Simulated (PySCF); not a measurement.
Two species compared at the same levels of theory.

First species: C₆H₆O₂.
SMILES: `Oc1ccc(C=C)o1`

Second species: C3H9O2PSi.
SMILES: `C=C[P@@](=O)(O)C[SiH3]`

Levels: PBE0/def2-SVPD for dipole moment, HOMO energy, LUMO energy, HOMO–LUMO gap, static isotropic polarisability and electronic spatial extent ⟨r²⟩ about the centre of nuclear charge; TDDFT PBE0/def2-SVPD for lowest singlet excitation; TDA PBE0/def2-SVPD for lowest triplet excitation (Tamm–Dancoff); GFN2-xTB for rotational constant A and rotational constant C. Geometries: GFN2-xTB. Each species is one conformer at its optimised geometry, gas phase, non-relativistic unless stated. Electronic properties by PySCF.

The conformers computed, where there is a choice (atom-mapped SMILES and torsion angles):
- `[CH2:1]=[CH:2][c:3]1[cH:4][cH:5][c:6]([OH:7])[o:8]1`: C1–C2–C3–C4 180°, H–O7–C6–C5 180°
- `[CH2:1]=[CH:2][P@@:3](=[O:4])([OH:5])[CH2:6][SiH3:7]`: C1–C2–P3–O4 5°, C2–P3–C6–Si7 67°, H–O5–P3–C2 -107°

Values for the first species:

```
Dipole moment                                                     : 0.33 D
HOMO energy                                                       : -5.70 eV
LUMO energy                                                       : -0.74 eV
HOMO–LUMO gap                                                     : 4.96 eV
Lowest singlet excitation                                         : 4.62 eV
Lowest triplet excitation (Tamm–Dancoff)                          : 2.74 eV
Static isotropic polarisability                                   : 84.0 au
Electronic spatial extent ⟨r²⟩ about the centre of nuclear charge : 969 bohr²
Rotational constant A                                             : 4.817 GHz
Rotational constant C                                             : 1.172 GHz
```

Estimate the same properties for the second species, and the change in each.

```csv
property,first,second,second less first
dipole moment,0.33 D,2.60 D,+2.27 D
HOMO energy,-5.70 eV,-8.07 eV,-2.37 eV
LUMO energy,-0.74 eV,-0.85 eV,-0.11 eV
HOMO–LUMO gap,4.96 eV,7.22 eV,+2.26 eV
lowest singlet excitation,4.62 eV,5.87 eV,+1.25 eV
lowest triplet excitation (Tamm–Dancoff),2.74 eV,4.35 eV,+1.61 eV
static isotropic polarisability,84.0 au,90.9 au,+6.9 au
electronic spatial extent ⟨r²⟩ about the centre of nuclear charge,969 bohr²,1172 bohr²,+203 bohr²
rotational constant A,4.817 GHz,2.284 GHz,-2.533 GHz
rotational constant C,1.172 GHz,1.125 GHz,-0.047 GHz
```

On the first: No computed singlet falls in the visible range (750 to 380 nm, 1.65 to 3.26 eV); S1 lies 1.36 eV above its blue end. The principal polarisabilities are 47.9, 81.3 and 122.7 au; their mean is the isotropic value.

On the second: The dipole equals about 8.7 × 10⁻³⁰ C·m (1 D = 3.33564 × 10⁻³⁰ C·m). The vertical singlet–triplet gap S1 − T1 is 1.52 eV (TDDFT singlet less Tamm–Dancoff triplet; S1: HOMO→LUMO, weight 0.94; T1: HOMO−2→LUMO, weight 0.51, beside HOMO−1→LUMO, weight 0.36).
